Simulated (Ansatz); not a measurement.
Z-matrix (Å, degrees):
```
C
C 1 1.498
H 1 1.094 2 111.8
H 1 1.109 2 112.6 3 -117.0
H 1 1.094 2 112.2 3 119.1
Ga 2 1.953 1 121.5 3 -46.3
C 2 1.345 1 123.7 3 133.3
H 6 1.568 2 117.0 1 -179.9
H 6 1.570 2 120.4 1 0.4
S 7 1.766 2 127.8 1 -0.7
H 7 1.087 2 119.7 1 -178.2
Al 10 2.203 7 95.6 2 39.9
H 12 1.580 10 118.4 7 42.2
H 12 1.582 10 117.6 7 -145.8
```

The species carries charge 0 and has multiplicity 1.

Problem. List the PBE0/def2-TZVPP orbital energies in eV (the Gaussian-basis code of Ansatz). (Best estimate.)

Solution. Computed: Occupied: -10147.05, -2422.14, -1528.15, -1252.94, -1109.13, -1109.01, -1109.01, -279.53, -278.92, -278.64, -217.50, -161.33, -161.22, -161.17, -151.19, -114.00, -104.23, -103.91, -103.90, -74.11, -73.94, -73.88, -23.47, -23.20, -23.16, -23.16, -23.02, -22.78, -20.85, -18.83, -15.05, -13.82, -12.72, -12.50, -11.56, -11.16, -10.70, -9.48, -8.64, -8.59, -8.12, -7.91, -6.78. Lowest empty: -1.91, -0.99, -0.05, 0.74, 0.90, 1.04, 1.25, 1.46.
